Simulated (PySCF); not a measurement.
A structure optimised at PBE-D3(BJ)/def2-SVP, used in a PySCF frequency run:

```xyz
11

C     -2.1713    -0.1150    -0.2326
C     -1.0229    -1.0522     0.0869
F     -1.4722    -2.0451     0.9689
C      0.1654    -0.3963     0.7864
Br     1.1068     0.8564    -0.3874
H     -1.8428     0.6751    -0.9353
H     -3.0054    -0.6770    -0.6947
H     -2.5421     0.3674     0.6945
H     -0.6640    -1.5617    -0.8363
H     -0.1604     0.1736     1.6774
H      0.9002    -1.1645     1.0886
```

Question: Write its SMILES and formula.

Answer: C[C@H](F)CBr, C₃H₆BrF

Question: What are its rotational constants (standard atomic weights)?

Answer: 7.8067, 1.3513, 1.2043 GHz
